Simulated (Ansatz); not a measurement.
## Forces away from equilibrium

BH$_{2}$ClO$_{2}$, closed shell, at a displaced guess of a reacting structure.

```
atom    x (Å)    y (Å)    z (Å)
  B1   0.2493   0.7032  -0.4822
  O2   0.1654  -1.0239   0.4819
  O3  -0.8610   0.4164  -1.1033
  H4  -0.8375  -0.6889  -0.4018
 Cl5   1.3964   1.7915   0.0344
  H6  -0.2089  -1.1189   1.4434
```

Program: Ansatz 0.2.0. Basis: def2-TZVPP. Cores are frozen in the correlated methods.

CCSD(T) forces from the calculation:
```tsv
atom	Fx	Fy	Fz (eV/Å)
B1	-2.859	-2.669	0.704
O2	-2.229	1.021	0.508
O3	1.375	-0.416	0.663
H4	1.684	0.717	0.754
Cl5	0.926	0.704	0.079
H6	1.102	0.643	-2.708
```

Problem. Which atom feels the largest CCSD(T) force, and how large is it?

Solution. B1, 3.97 eV/Å, along (-0.72, -0.67, 0.18).

Root-mean-square difference of the force components from those of CCSD(T): PBE0-D4 0.157; wB97M-V 0.158; r2SCAN-D4 0.103; PBE-D4 0.245; HSE06-D4 0.152; LC-wPBE 0.219 eV/Å.

No T1 diagnostic of these runs exceeds 0.017. These are differences at one structure, and CCSD(T) in triple zeta is itself an approximation.

For scale, one of the runs: CCSD(T)/def2-TZVPP forces, 163 basis functions (an equivalent command: `ansatz run in.yaml --threads 4`). Hardware: 4 CPU threads, shared host. Wall time 78 s; peak host memory 2.4 GiB.
